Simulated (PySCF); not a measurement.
AlGeH$_{4}$N$_{2}$, Ge$_{2}$H$_{4}$N$_{2}$, GeH$_{5}$N$_{2}$Si, GeH$_{3}$NO (calculated)

Computed with PySCF 2.14.0. Calculation on a computer-drawn molecule: the log of a Hartree-Fock and frozen-core CCSD(T) single point meant for a local Hartree-Fock minimum, with one planted fault or none, to be diagnosed. Offsets are logged minus clean, where the clean run is the same molecule without the fault. The reference is restricted for singlets and unrestricted otherwise, and also for a bond in bohr or an excited solution. Adding or removing an electron swaps singlet and doublet. The excited solution moves the top pair (singlet) or top alpha electron (doublet) to the lowest empty orbital. Highest occupied and lowest empty are orbital energies over both spins, largest force is the largest gradient component, triples share is (T) over the correlation energy, the T1 limit is 0.02 restricted and 0.045 unrestricted, electrons count all cores, a negative frequency is imaginary (commonest isotopes), and the dipole is about the centre of nuclear charge; on germanium a core potential holds 10 electrons, which the energies leave out, and 3d is frozen in MP2 and coupled-cluster steps.

Common to all runs: meant charge 0; meant basis and core potential on germanium cc-pVDZ-PP ECP10MDF; logged SCF converged yes; logged CC converged yes; logged SCF stable within its kind yes; possible faults no fault, one electron removed, one electron added, multiplicity raised by two, geometry at a saddle point, SCF held on an excited solution, minimal basis STO-3G, one bond length entered in bohr, all coordinates scaled.

```yaml
- entry: 1
  formula: AlGeH4N2
  logged_structure:
    atoms_angstrom:
      - ["N", -0.9405, 1.2778, 3.0112]
      - [Ge, 0.0576, 0.8522, 1.5014]
      - ["N", 0.895, -0.7069, 1.7974]
      - [Al, 1.6905, -2.1062, 1.9809]
      - [H, -0.412, 1.1867, 3.8632]
      - [H, -1.329, 2.2066, 2.9921]
      - [H, -0.9609, 0.7529, 0.3294]
      - [H, 2.4905, -3.4249, 2.1654]
  given:
    meant_multiplicity: 2
    meant_basis: "cc-pV(D+d)Z"
    logged_electrons: 63
    logged_basis_functions: 94
    logged_spin_squared: 3.7732
    "logged_highest_occupied [eV]": -5.1101
    "logged_lowest_empty [eV]": 0.12945
    "logged_largest_force [hartree/bohr]": 0.1103
    logged_T1_diagnostic: 0.056775
    logged_D1_diagnostic: 0.34191
    logged_triples_share: 0.028758
    "logged_dipole_magnitude [debye]": 4.3431
    "logged_energy_HF [hartree]": -646.3809
    "logged_energy_CCSD(T) [hartree]": -646.86776
    drawn_bonds_atom: [1, 2, 3, 1, 1, 2, 4]
    drawn_bonds_other_atom: [2, 3, 4, 5, 6, 7, 8]
    drawn_bonds_order: [1, 2, 1, 1, 1, 1, 1]
  results:
    planted_fault: "multiplicity raised by two"
    "HF_energy_offset_from_clean_run [kcal/mol]": 56.43
    "CCSD(T)_energy_offset_from_clean_run [kcal/mol]": 85.91
  notes: ["T1 above single-reference limit"]
- entry: 2
  formula: Ge2H4N2
  logged_structure:
    atoms_angstrom:
      - ["N", 1.3235, 0.3687, -0.2321]
      - [Ge, 0.4134, -0.5417, -1.4707]
      - ["N", -1.1317, -0.1799, -1.9547]
      - [Ge, -2.9221, -0.2377, -2.0471]
      - [H, 0.9545, 1.2303, 0.1229]
      - [H, 2.3242, 0.3335, -0.1996]
      - [H, 1.3125, -1.6289, -2.0326]
      - [H, -3.0904, 0.7681, -3.2864]
  given:
    meant_multiplicity: 1
    meant_basis: cc-pVDZ
    logged_electrons: 82
    logged_basis_functions: 94
    logged_spin_squared: 2.017
    "logged_highest_occupied [eV]": -5.9115
    "logged_lowest_empty [eV]": 0.40948
    "logged_largest_force [hartree/bohr]": 0.021962
    logged_T1_diagnostic: 0.023104
    logged_D1_diagnostic: 0.077743
    logged_triples_share: 0.035474
    "logged_dipole_magnitude [debye]": 4.636
    "logged_energy_HF [hartree]": -697.87255
    "logged_energy_CCSD(T) [hartree]": -698.41929
    drawn_bonds_atom: [1, 2, 3, 1, 1, 2, 4]
    drawn_bonds_other_atom: [2, 3, 4, 5, 6, 7, 8]
    drawn_bonds_order: [1, 2, 1, 1, 1, 1, 1]
  results:
    planted_fault: "multiplicity raised by two"
    "HF_energy_offset_from_clean_run [kcal/mol]": 37.42
    "CCSD(T)_energy_offset_from_clean_run [kcal/mol]": 49.92
- entry: 3
  formula: Ge2H4N2
  logged_structure:
    atoms_angstrom:
      - ["N", 1.3235, 0.3687, -0.2321]
      - [Ge, 0.4134, -0.5417, -1.4707]
      - ["N", -1.1317, -0.1799, -1.9547]
      - [Ge, -2.9221, -0.2377, -2.0471]
      - [H, 0.9545, 1.2303, 0.1229]
      - [H, 2.3242, 0.3335, -0.1996]
      - [H, 1.3125, -1.6289, -2.0326]
      - [H, -3.0904, 0.7681, -3.2864]
  given:
    meant_multiplicity: 1
    meant_basis: cc-pVDZ
    logged_electrons: 83
    logged_basis_functions: 94
    logged_spin_squared: 1.1551
    "logged_highest_occupied [eV]": -0.049501
    "logged_lowest_empty [eV]": 7.0976
    "logged_largest_force [hartree/bohr]": 0.062528
    logged_T1_diagnostic: 0.052577
    logged_D1_diagnostic: 0.24609
    logged_triples_share: 0.03551
    "logged_dipole_magnitude [debye]": 9.1108
    "logged_energy_HF [hartree]": -697.89438
    "logged_energy_CCSD(T) [hartree]": -698.46775
    drawn_bonds_atom: [1, 2, 3, 1, 1, 2, 4]
    drawn_bonds_other_atom: [2, 3, 4, 5, 6, 7, 8]
    drawn_bonds_order: [1, 2, 1, 1, 1, 1, 1]
  results:
    planted_fault: "one electron added"
    "HF_energy_offset_from_clean_run [kcal/mol]": 23.72
    "CCSD(T)_energy_offset_from_clean_run [kcal/mol]": 19.52
  notes: ["T1 above single-reference limit"]
- entry: 4
  formula: GeH5N2Si
  logged_structure:
    atoms_angstrom:
      - ["N", -1.6373, 2.1442, 2.5682]
      - [Ge, -0.462, 0.8852, 1.8797]
      - ["N", 0.047, 1.3392, 0.2055]
      - [Si, -0.2991, 2.1866, -1.0689]
      - [H, -1.8484, 2.0056, 3.5431]
      - [H, -2.5129, 2.2065, 2.0757]
      - [H, 0.7652, 0.8802, 2.8144]
      - [H, -1.4142, 3.1426, -1.2262]
      - [H, 0.4828, 2.0739, -2.3105]
  given:
    meant_multiplicity: 2
    meant_basis: "cc-pV(D+d)Z"
    logged_electrons: 64
    logged_basis_functions: 99
    logged_spin_squared: 0.0
    "logged_highest_occupied [eV]": -15.456
    "logged_lowest_empty [eV]": -5.6699
    "logged_largest_force [hartree/bohr]": 0.093354
    logged_T1_diagnostic: 0.02351
    logged_D1_diagnostic: 0.08604
    logged_triples_share: 0.036663
    "logged_dipole_magnitude [debye]": 2.4259
    "logged_energy_HF [hartree]": -693.83487
    "logged_energy_CCSD(T) [hartree]": -694.40768
    drawn_bonds_atom: [1, 2, 3, 1, 1, 2, 4, 4]
    drawn_bonds_other_atom: [2, 3, 4, 5, 6, 7, 8, 9]
    drawn_bonds_order: [1, 2, 1, 1, 1, 1, 1, 1]
  results:
    planted_fault: "one electron removed"
    "HF_energy_offset_from_clean_run [kcal/mol]": 153.6
    "CCSD(T)_energy_offset_from_clean_run [kcal/mol]": 153.9
  notes: ["T1 above single-reference limit"]
- entry: 5
  formula: GeH3NO
  logged_structure:
    atoms_angstrom:
      - ["N", -0.7602, 1.1703, 0.8563]
      - [Ge, -0.7032, -0.57, 1.1914]
      - [O, 0.4312, -1.5707, 0.6149]
      - [H, -0.0772, 1.6244, 0.2818]
      - [H, -1.4638, 1.7839, 1.2162]
      - [H, -1.8848, -0.9071, 2.0889]
  given:
    meant_multiplicity: 1
    meant_basis: cc-pVDZ
    logged_electrons: 51
    logged_basis_functions: 66
    logged_spin_squared: 0.7662
    "logged_highest_occupied [eV]": 1.3613
    "logged_lowest_empty [eV]": 8.9646
    "logged_largest_force [hartree/bohr]": 0.052139
    logged_T1_diagnostic: 0.019661
    logged_D1_diagnostic: 0.080998
    logged_triples_share: 0.027614
    "logged_dipole_magnitude [debye]": 4.9465
    "logged_energy_HF [hartree]": -424.33574
    "logged_energy_CCSD(T) [hartree]": -424.82561
    drawn_bonds_atom: [1, 2, 1, 1, 2]
    drawn_bonds_other_atom: [2, 3, 4, 5, 6]
    drawn_bonds_order: [1, 2, 1, 1, 1]
  results:
    planted_fault: "one electron added"
    "HF_energy_offset_from_clean_run [kcal/mol]": 44.27
    "CCSD(T)_energy_offset_from_clean_run [kcal/mol]": 44.53
  notes: ["highest electron not bound in this basis"]
```
